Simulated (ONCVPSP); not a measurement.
How hard is this Al (Z = 13) ONCV potential?

- Element: aluminium
- Generator: ONCVPSP 4.0.1
- Type: optimised norm-conserving Vanderbilt (ONCV)
- Functional: LDA (Perdew-Wang 92)
- Relativity: scalar-relativistic
- Frozen core: [Ne]
- Valence charge: 3
- Reference configuration: 3s2 3p0.5 (charge +0.5)
- Partial waves: 3s: rc 1.50 bohr, ncon 3, nbas 6, qcut 4.5 1/bohr, 1 projector; 3p: rc 2.35 bohr, ncon 3, nbas 6, qcut 3.3 1/bohr, 3 projectors, debl 1.8 Ha; d scattering state at 0.03 Ha: rc 2.30 bohr, ncon 3, nbas 6, qcut 3.7 1/bohr, 2 projectors, debl 2 Ha
- Local potential: polynomial inside 1.25 bohr (lpopt 5, dvloc0 1 Ha)
- Core correction: none

Question: For each optimised wave give the share of its norm inside rc, the residual kinetic energy above qcut (Ha) and the cutoffs (Ha) for errors of 10, 1, 0.1 and 0.01 mHa per electron.

Answer:

| wave | norm inside rc | residual KE | 10 mHa | 1 mHa | 0.1 mHa | 0.01 mHa |
| --- | --- | --- | --- | --- | --- | --- |
| 3s | 0.136 | 2.6e-04 | 3.6 | 5.8 | 43.5 | 90.5 |
| 3p | 0.306 | 2.7e-05 | 1.4 | 2.2 | 3.0 | 11.1 |
| p projector 2 | 0.157 | 1.3e-03 | 3.7 | 5.4 | 11.6 | 24.8 |
| p projector 3 | 0.168 | 1.7e-02 | 6.3 | 9.9 | 25.8 | 48.5 |
| d projector 1 | 0.118 | 2.7e-04 | 2.9 | 5.5 | 11.2 | 26.1 |
| d projector 2 | 0.198 | 4.5e-02 | 9.4 | 28.6 | 36.1 | 63.3 |

The occupied waves need 5.8 Ha and 43 Ha for 1 and 0.1 mHa. The cutoffs count occupied waves only; projector 2 of the d channel, the hardest unoccupied one, needs 29 Ha at the loose tolerance. Note: no bound ghost flagged; GHOST(+) flagged for s at 33.2 eV.
